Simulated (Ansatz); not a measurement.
Input for Ansatz (a first-principles code): R-wB97M-V/def2-TZVPPD on CH5BrO (a complex), monomers drawn apart or pushed together. Files ending in .json are basis or fitting sets from the Basis Set Exchange.

Ansatz 0.2 input:
```yaml
crystal:
  periodic: [false, false, false]
  atoms:
    - {symbol: C, position_ang: [-0.15652583, 0.48939486, 0.21188033]}
    - {symbol: O, position_ang: [-0.17822663, -0.76300003, 0.90543363]}
    - {symbol: H, position_ang: [-0.03892973, 0.33832945, -0.86339618]}
    - {symbol: H, position_ang: [0.70400718, 1.03688556, 0.58944981]}
    - {symbol: H, position_ang: [-1.06008183, 1.07226993, 0.40661723]}
    - {symbol: H, position_ang: [-0.93561465, -1.27924997, 0.60774502]}
    - {symbol: Br, position_ang: [-0.61339796, 0.01650947, 4.73192702]}
    - {symbol: H, position_ang: [-0.40665967, -0.40567356, 3.35135357]}
basis:
  gaussian:
    orbitals: def2-TZVPPD.json
hamiltonian:
  xc: {name: wB97M-V}
scf: {lower_state_search: off}
```

The log:

```
WARN ansatz: RAYON_NUM_THREADS=1 ignored (pool sized by the plan → 1); use --threads N
Functional definition: wB97M-V
these checks for a lower state are left out or cut short: stability, starts, cluster_reference, orbital_swaps, neighbouring_geometries, increment
integrals: 0.17 GiB planned
1102 factors; their error is unknown
integrals: 0.20 GiB planned
302 factors; integrals over basis functions are off by at most 6.9e-5 eV
mean field: 1.44 GiB planned
mean field evaluation 1: about -73204.5503 eV, gradient 4.0e1 eV
mean field evaluation 2: about -73204.8864 eV, gradient 4.1e1 eV
mean field evaluation 4: about -73207.5469 eV, gradient 1.3e0 eV
mean field evaluation 8: about -73207.7355 eV, gradient 5.5e-1 eV
mean field evaluation 16: about -73207.7358 eV, gradient 1.7e-5 eV
mean field -73207.73578421 eV, -2690.3346680841 hartree, gradient 7.2e-6 eV, S^2 0.000000; 0 other end points of the search recorded, 0 dependent functions left out
reference -73207.73585507 eV, -2690.3346706880 hartree; 27, 27 occupied and 192, 192 virtual orbitals, 1102 factors
Total energy: -73207.73585507 eV, -2690.3346706880 hartree
Checks for a lower state left out: stability, starts, cluster_reference, orbital_swaps, neighbouring_geometries, increment
```

The run converged.

Cost: roughly 12 core-seconds.
